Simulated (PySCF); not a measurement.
From one molecule to another.

First species: C5H5N3O.
SMILES: `CC(=O)C1=NC=NN=C1`

Second species: C4H8P2.
SMILES: `C#CPP(C)C`

Levels: CAM-B3LYP/def2-SVPD for dipole moment, HOMO energy, LUMO energy, HOMO–LUMO gap, static isotropic polarisability and electronic spatial extent ⟨r²⟩ about the centre of nuclear charge; TDDFT CAM-B3LYP/def2-SVPD for lowest singlet excitation; TDA CAM-B3LYP/def2-SVPD for lowest triplet excitation (Tamm–Dancoff); GFN2-xTB for rotational constant A and rotational constant C. Geometries: GFN2-xTB. Each species is one conformer at its optimised geometry, gas phase, non-relativistic unless stated; the electronic structure was computed with PySCF and density fitting.

The conformers computed, where there is a choice (atom-mapped SMILES and torsion angles):
- `[CH3:1][C:2](=[O:3])[c:4]1[cH:5][n:6][n:7][cH:8][n:9]1`: C1–C2–C4–C5 -165°
- `[CH:1]#[C:2][PH:3][P:4]([CH3:5])[CH3:6]`: C2–P3–P4–C5 -78°

Values for the first species:

| Quantity | Value |
| --- | --- |
| Dipole moment | 3.07 D |
| HOMO energy | -8.60 eV |
| LUMO energy | -1.94 eV |
| HOMO–LUMO gap | 6.66 eV |
| Lowest singlet excitation | 2.83 eV |
| Lowest triplet excitation (Tamm–Dancoff) | 2.20 eV |
| Static isotropic polarisability | 78.3 au |
| Electronic spatial extent ⟨r²⟩ about the centre of nuclear charge | 1118 bohr² |
| Rotational constant A | 3.963 GHz |
| Rotational constant C | 0.991 GHz |

**Question.** Estimate the same properties for the second species, and the change in each.

**Answer.** 
```
                                                         property       first      second  second less first
                                                    dipole moment      3.07 D      0.99 D            -2.08 D
                                                      HOMO energy    -8.60 eV    -7.57 eV           +1.03 eV
                                                      LUMO energy    -1.94 eV     0.69 eV           +2.63 eV
                                                    HOMO–LUMO gap     6.66 eV     8.26 eV           +1.60 eV
                                        lowest singlet excitation     2.83 eV     5.13 eV           +2.30 eV
                         lowest triplet excitation (Tamm–Dancoff)     2.20 eV     4.19 eV           +1.99 eV
                                  static isotropic polarisability     78.3 au    100.3 au           +22.0 au
electronic spatial extent ⟨r²⟩ about the centre of nuclear charge  1118 bohr²  1001 bohr²         -117 bohr²
                                            rotational constant A   3.963 GHz   4.120 GHz         +0.157 GHz
                                            rotational constant C   0.991 GHz   1.251 GHz         +0.260 GHz
```

On the first: The dipole equals about 10.3 × 10⁻³⁰ C·m (1 D = 3.33564 × 10⁻³⁰ C·m). The polarisability is 11.61 Å³ as a volume (1 au = 0.148185 Å³), or 1.22 au for each of the 64 electrons.

On the second: In wavenumbers S1 is 41400 cm⁻¹ (1 eV = 8065.54 cm⁻¹).
